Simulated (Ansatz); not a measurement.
`CC[SiH](O)P` + `C[SiH2][GeH2][OH]` → `C[SiH2][GeH2][PH2]` + `CC[SiH](O)O`  (redistribution)

Program: Ansatz. Geometries: PBE0-D4/def2-TZVP. ΔE: electronic, gas phase. CBS: MP2 limit from def2 TZ/QZ plus the TZ coupled-cluster correction, frozen cores. Functionals use def2-TZVPP. B3LYP here is the variant with VWN-RPA as its local correlation; programs differ in this. For Ge outer-core shells are correlated without core-valence functions, which leaves a few kJ/mol of doubt a bond. Scalar relativity is left out up to krypton. Each species was taken in one conformer, which may not be the lowest.

`CC[SiH](O)P`:

```xyz
14

C    -1.372    0.853   -0.435
C    -1.003   -0.518    0.119
Si    0.814   -0.955    0.001
O     1.334   -0.948   -1.568
P     2.155    0.390    1.236
H    -2.445    1.044   -0.355
H    -1.108    0.941   -1.492
H    -0.859    1.655    0.102
H    -1.300   -0.603    1.171
H    -1.551   -1.303   -0.416
H     1.026   -2.345    0.480
H     1.461   -0.102   -2.000
H     1.309    0.299    2.376
H     1.539    1.590    0.782
```

`C[SiH2][GeH2][OH]`:

Cartesian coordinates in Å:
```
C 1.561 -0.606 0.902
Si 0.110 -1.041 -0.200
Ge -0.965 0.941 -0.989
O -1.505 1.912 0.423
H 2.324 -0.064 0.339
H 2.018 -1.506 1.320
H 1.233 0.030 1.727
H -0.901 -1.835 0.558
H 0.547 -1.862 -1.365
H -0.012 1.898 -1.726
H -2.187 0.647 -1.891
H -2.221 1.485 0.900
```

`C[SiH2][GeH2][PH2]`:

```xyz
13

C     0.569   -1.916    0.251
Si    0.569   -0.331    1.252
Ge   -0.746    1.337    0.175
P     0.126    1.685   -1.957
H    -0.446   -2.302    0.133
H     0.986   -1.746   -0.745
H     1.170   -2.684    0.743
H     1.955    0.193    1.395
H     0.028   -0.577    2.618
H    -2.232    0.926    0.113
H    -0.663    2.686    0.915
H    -1.038    2.323   -2.462
H    -0.279    0.407   -2.430
```

`CC[SiH](O)O`:

Z-matrix (Å, degrees):
```
C
C 1 1.527
H 1 1.093 2 111.6
H 1 1.092 2 111.1 3 120.4
H 1 1.094 2 111.4 3 -120.0
Si 2 1.859 1 113.7 3 179.2
H 2 1.096 1 110.7 3 57.7
H 2 1.097 1 110.2 3 -59.2
O 6 1.648 2 105.3 1 59.4
O 6 1.646 2 112.8 1 -177.9
H 6 1.485 2 112.8 1 -61.2
H 9 0.958 6 117.5 2 -173.1
H 10 0.958 6 117.5 2 -55.6
```

```
             level  ΔE (kcal/mol)
          B3LYP-D4          -25.6
            B2PLYP          -26.1
SCS-MP2/def2-TZVPP          -26.2
SCS-MP2/def2-QZVPP          -26.1
```

(1) What does CCSD(T)/CBS give? (Estimate.)

Largest T1 diagnostic among the species: 0.012.

## Answers

(1) Ansatz gave: -26.3 kcal/mol. The listed levels differ from it by 0.7, 0.2, 0.1, 0.2 kcal/mol.

From PBE to PBE0 (25 % exact exchange), in def2-TZVPP and without D4, ΔE moves by −1.5 kcal/mol.
